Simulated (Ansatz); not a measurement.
C2H8B2S, one more setting.

```yaml
crystal:
  periodic: [false, false, false]
  atoms:
    - {symbol: B, position_ang: [-0.165932, 2.044138, 0.102282]}
    - {symbol: S, position_ang: [-1.347175, 0.566969, -0.108185]}
    - {symbol: C, position_ang: [0.159511, -0.488159, -0.435608]}
    - {symbol: B, position_ang: [0.240264, 0.320408, 0.888592]}
    - {symbol: C, position_ang: [-0.086391, -1.968494, -0.459124]}
    - {symbol: H, position_ang: [0.419537, 2.324842, -0.903249]}
    - {symbol: H, position_ang: [-0.588427, 2.890654, 0.828864]}
    - {symbol: H, position_ang: [0.669496, -0.089331, -1.310495]}
    - {symbol: H, position_ang: [0.866320, 1.456189, 0.769290]}
    - {symbol: H, position_ang: [0.248763, -0.023788, 2.024719]}
    - {symbol: H, position_ang: [-0.609213, -2.290038, -1.362646]}
    - {symbol: H, position_ang: [-0.662797, -2.291389, 0.409971]}
    - {symbol: H, position_ang: [0.876345, -2.486701, -0.429511]}
basis:
  gaussian: {orbitals: def2-mTZVPP}
hamiltonian: {xc: {name: revPBE0}}
output: {forces: true}
```

```sh
$ ansatz run in.yaml --threads 4 --pin off --events-out ev --progress --plain --max-ram 10444MiB
```

It prints (some lines left out):

```
Functional definition: revPBE0
1332 factors; integrals over basis functions are off by at most 1.2e-3 eV
mean field evaluation 1: about -14383.3322 eV, gradient 5.4e1 eV
mean field evaluation 2: about -14377.3012 eV, gradient 7.0e1 eV
mean field evaluation 4: about -14390.6019 eV, gradient 3.7e0 eV
mean field evaluation 8: about -14390.8893 eV, gradient 2.6e-1 eV
mean field evaluation 16: about -14390.8895 eV, gradient 9.0e-5 eV
mean field -14390.88950432 eV, -528.8554347884 hartree, gradient 1.8e-5 eV, S^2 0.000000; 0 other end points of the search recorded, 0 dependent functions left out
reference -14390.88954956 eV, -528.8554364509 hartree; 23, 23 occupied and 120, 120 virtual orbitals, 1332 factors
Total energy: -14390.88954956 eV, -528.8554364509 hartree
Atom 0 at    -0.165932     2.044138     0.102282 Å, force     0.105089     0.222678    -0.027377 eV/Å
Atom 1 at    -1.347175     0.566969    -0.108185 Å, force    -0.556646     0.084957    -0.046915 eV/Å
Atom 2 at     0.159511    -0.488159    -0.435608 Å, force     0.276519    -0.050956    -0.087346 eV/Å
Atom 3 at     0.240264     0.320408     0.888592 Å, force     0.178197    -0.044728     0.190038 eV/Å
Atom 4 at    -0.086391    -1.968494    -0.459124 Å, force    -0.023080    -0.161599    -0.009288 eV/Å
Atom 5 at     0.419537     2.324842    -0.903249 Å, force     0.001213     0.028004    -0.009176 eV/Å
Atom 6 at    -0.588427     2.890654     0.828864 Å, force    -0.006201     0.017500     0.012132 eV/Å
Atom 7 at     0.669496    -0.089331    -1.310495 Å, force     0.027376    -0.013656    -0.043589 eV/Å
Atom 8 at     0.866320     1.456189     0.769290 Å, force    -0.003025    -0.013444     0.011906 eV/Å
Atom 9 at     0.248763    -0.023788     2.024719 Å, force     0.000640     0.000952     0.017263 eV/Å
Atom 10 at    -0.609213    -2.290038    -1.362646 Å, force    -0.018414    -0.018873    -0.035922 eV/Å
Atom 11 at    -0.662797    -2.291389     0.409971 Å, force    -0.016226    -0.030321     0.026941 eV/Å
Atom 12 at     0.876345    -2.486701    -0.429511 Å, force     0.034558    -0.020515     0.001334 eV/Å
Dipole moment:     0.099899    -0.345110    -0.141609 e Å
```

Run time 2 s (4 threads of an Arm Neoverse V2 on a shared host); peak host memory 0.62 GiB.
